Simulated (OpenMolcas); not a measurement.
A run on Pd3+ with its 6 nearest chloride ions at 2.667 Å, on the Y site of Cs2NaYCl6 (a = 10.7396 Å, distance in the model lattice 2.619 Å). The rest of the host is ab initio model potentials to 7.6 Å, with orthogonalisation functions on the cations behind the ligands, and point charges beyond; the distance is set by hand and nothing relaxes. Ligand basis ANO-RCC-VDZP.

```yaml
Program: OpenMolcas
Method: "SS-CASPT2, IPEA 0.25 Eh, imaginary shift 0.1 Eh (closed shells correlated: 4s 4p and the ligand valence shells)"
Basis: ANO-RCC-VDZP [6s5p3d1f]
Scalar_Hamiltonian: DKH2, point nucleus
Active_space: 7 electrons in 5 orbitals (4d)
State_averaging: 2S+1 = 4 even, 10 roots; 2S+1 = 2 even, 40 roots
Spin-orbit_coupling: state interaction with AMFI integrals over the reference wave functions
```

First CASPT2 step and the start of its output:

```
&CASPT2
Multistate=10 1 2 3 4 5 6 7 8 9 10
NoMult
Frozen=23 21
IPEA=0.25
Imaginary=0.1
MaxIter=60
WThr=0.0 0.3 0.05
PrWF=0.5
NoMix
```

```
--- CASPT2 ---
Orbital specifications:
      -----------------------

      Symmetry species                           1   2
                                                ag  au
      Frozen orbitals                           23  21
      Inactive orbitals                         13  15
      Active orbitals                            5   0
      Secondary orbitals                        46  52
      Deleted orbitals                           0   0
      Number of basis functions                 87  88
Type of calculation                        SS-CASPT2
      Fock operator                              state-specific
      IPEA shift                                 0.25
      Real shift                                 0.00
      Imaginary shift                            0.10
      The input orbitals will be transformed to quasi-canonical
Reference energy:       -7808.3049969302
      E2 (Non-variational):      -1.4235611703
      Shift correction:          -0.0057200724
      E2 (Variational):          -1.4292812427
      Total energy:           -7809.7342781729
      Residual norm:              0.0000003936
      Reference weight:           0.62016
      Contributions to the CASPT2 correlation energy
      Active & Virtual Only:         -0.1017012189
      One Inactive Excited:          -0.3145400738
      Two Inactive Excited:          -1.0073198776
Reference energy:       -7808.3049969301
      E2 (Non-variational):      -1.4220589741
      Shift correction:          -0.0053249129
      E2 (Variational):          -1.4273838870
      Total energy:           -7809.7323808171
      Residual norm:              0.0000003710
      Reference weight:           0.62310
      Contributions to the CASPT2 correlation energy
      Active & Virtual Only:         -0.1017369061
...
```

Over all roots the printed reference weights run from 0.10 to 0.64, and roots that are degenerate in the reference spread by up to 11000 cm-1.

Question: Did the run give usable levels, and if not, why?

Answer: No. The equations converged, but the reference weight falls to 0.10 for at least one root against 0.64 for the best. A drop of that size marks an intruder state, so the energies of such roots and the levels built on them can't be trusted.
